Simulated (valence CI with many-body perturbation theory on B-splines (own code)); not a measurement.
**Energy levels of Sb XXXIX**

Computed by configuration interaction combined with many-body perturbation theory (CI+MBPT): three valence electrons over a frozen Dirac-Fock core [Ne], a basis of 11 s, 11 p, 10 d, 8 f, 5 g, 2 h functions for each j, with the one-electron correlation potential Σ1, the two-electron term Σ2, the three-electron term Σ3, Breit, model QED; selected CI, second order for the rest, scaled by the run's own slope (own B-spline code, finite nucleus).

The last digits are not significant, and no measured levels were compared; by estimate large intervals hold to a few tenths of a per cent, small ones and those within an open d or f shell to about a per cent.

Levels 1 to 45 of 154, with energies above the lowest level, (3s^2 3p1/2) J=1/2. "Leading %" is the weight of the configuration and term that name the level; weights of strongly mixed levels are sums over their largest components and can fall short. In the jj column 3d3/2^4 stands for four electrons in 3d with j = 3/2. Lifetimes count E1, E2, E3, M1 and M2 decay at the calculated energies, and are blank where another channel may lead or the interval is too uncertain; long ones can be off by a factor of two.

```tsv
No.	Configuration	Term	J	E (eV)	Leading %	g	Lifetime	Leading jj
1	3s2 3p	2P°	1/2	0.00	99	0.658		3s^2 3p1/2 (99 %)
2	3s2 3p	2P°	3/2	63.18	98	1.328	841 ns	3s^2 3p3/2 (98 %)
3	3s 3p2	4P	1/2	92.49	69	2.350	115 ps	3s 3p1/2^2 (92 %)
4	3s 3p2	4P	3/2	140.23	93	1.677	1.10 ns	3s 3p1/2 3p3/2 (98 %)
5	3s 3p2	4P	5/2	150.37	49	1.391	243 ps	3s 3p1/2 3p3/2 (94 %)
6	3s 3p2	2D	3/2	164.80	65	0.917	14.7 ps	3s 3p1/2 3p3/2 (82 %)
7	3s 3p2	2P	1/2	173.12	71	1.165	3.95 ps	3s 3p1/2 3p3/2 (90 %)
8	3s 3p2	4P	5/2	203.54	39	1.353	3.70 ns	3s 3p3/2^2 (63 %)
9	3s2 3d	2D	3/2	207.02	82	0.861	3.05 ps	3s^2 3d3/2 (82 %)
10	3s2 3d	2D	5/2	227.53	60	1.240	5.90 ps	3s^2 3d5/2 (60 %)
11	3s 3p2	2S	1/2	236.76	69	1.804	5.64 ps	3s 3p3/2^2 (95 %)
12	3s 3p2	2P	3/2	241.62	66	1.190	2.88 ps	3s 3p3/2^2 (92 %)
13	3p3	2P°	3/2	260.17	34	1.244	11.7 ps	3p1/2^2 3p3/2 (80 %)
14	3s 3p 3d	4F°	3/2	273.89	81	0.523	43.8 ps	3s 3p1/2 3d3/2 (91 %)
15	3s 3p 3d	4F°	5/2	280.27	57	1.059	154 ps	3s 3p1/2 3d3/2 (87 %)
16	3s 3p 3d	4P°	5/2	296.02	30	1.302	16.5 ps	3s 3p1/2 3d5/2 (89 %)
17	3s 3p 3d	4D°	1/2	296.59	72	0.331	3.87 ps	3s 3p1/2 3d3/2 (92 %)
18	3s 3p 3d	4D°	3/2	297.19	49	1.334	4.18 ps	3s 3p1/2 3d3/2 (73 %)
19	3s 3p 3d	4F°	7/2	301.30	63	1.258	27.2 ps	3s 3p1/2 3d5/2 (88 %)
20	3p3	4S°	3/2	305.38	40	1.333	6.12 ps	3p1/2 3p3/2^2 (45 %)
21	3s 3p 3d	4P°	5/2	306.99	23	1.209	12.6 ps	3s 3p1/2 3d5/2 (74 %)
22	3p3	2D°	5/2	326.37	48	1.031	6.81 ps	3p1/2 3p3/2^2 (48 %)
23	3p3	2P°	1/2	332.36	84	0.662	5.26 ps	3p1/2 3p3/2^2 (84 %)
24	3p3	2D°	3/2	333.49	36	1.133	3.06 ps	3p1/2 3p3/2^2 (49 %)
25	3s 3p 3d	4P°	3/2	347.13	43	1.387	4.95 ps	3s 3p3/2 3d3/2 (96 %)
26	3s 3p 3d	4D°	5/2	347.21	56	1.295	4.02 ps	3s 3p3/2 3d3/2 (83 %)
27	3s 3p 3d	4P°	1/2	347.77	88	2.356	5.50 ps	3s 3p3/2 3d3/2 (97 %)
28	3s 3p 3d	4F°	9/2	347.99	100	1.328	1.10 μs	3s 3p3/2 3d5/2 (100 %)
29	3s 3p 3d	4D°	7/2	348.79	57	1.331	5.82 ps	3s 3p3/2 3d3/2 (62 %)
30	3s 3p 3d	2D°	3/2	360.72	41	1.166	7.64 ps	3s 3p3/2 3d5/2 (73 %)
31	3s 3p 3d	2D°	5/2	363.45	50	1.325	7.15 ps	3s 3p3/2 3d5/2 (93 %)
32	3s 3p 3d	2D°	3/2	370.01	47	1.093	2.74 ps	3s 3p3/2 3d3/2 (61 %)
33	3s 3p 3d	2F°	7/2	372.96	92	1.158	7.02 ps	3s 3p3/2 3d5/2 (73 %)
34	3s 3p 3d	2F°	5/2	378.95	77	0.925	2.39 ps	3s 3p3/2 3d3/2 (89 %)
35	3s 3p 3d	2P°	1/2	380.45	79	0.617	2.50 ps	3s 3p3/2 3d3/2 (70 %)
36	3s 3p 3d	2F°	7/2	383.43	80	1.185	4.36 ps	3s 3p3/2 3d5/2 (87 %)
37	3s 3p 3d	2P°	1/2	390.54	84	0.670	3.64 ps	3s 3p3/2 3d5/2 (68 %)
38	3p2 3d	4F	3/2	391.08	43	0.742	13.4 ps	3p1/2^2 3d3/2 (96 %)
39	3s 3p 3d	2P°	3/2	395.66	83	1.300	3.08 ps	3s 3p3/2 3d5/2 (93 %)
40	3s 3p 3d	2D°	5/2	397.27	66	1.125	2.64 ps	3s 3p3/2 3d5/2 (85 %)
41	3p2 3d	4F	5/2	410.98	27	1.186	10.6 ps	3p1/2^2 3d5/2 (90 %)
42	3p3	2P°	3/2	411.39	36	1.168	1.97 ps	3p3/2^3 (66 %)
43	3p2 3d	2F	5/2	438.93	57	0.922	11.3 ps	3p1/2 3p3/2 3d3/2 (89 %)
44	3p2 3d	4F	3/2	444.05	36	0.956	5.74 ps	3p1/2 3p3/2 3d3/2 (95 %)
45	3p2 3d	4D	1/2	445.88	82	0.153	5.50 ps	3p1/2 3p3/2 3d3/2 (99 %)
```

The ionisation energy to 3s2 1S_0 of the next ion comes out as 2655 eV (NIST: 2654 ± 4 eV (theoretical)). All 154 levels together are meant to be complete up to 1299.07 eV.
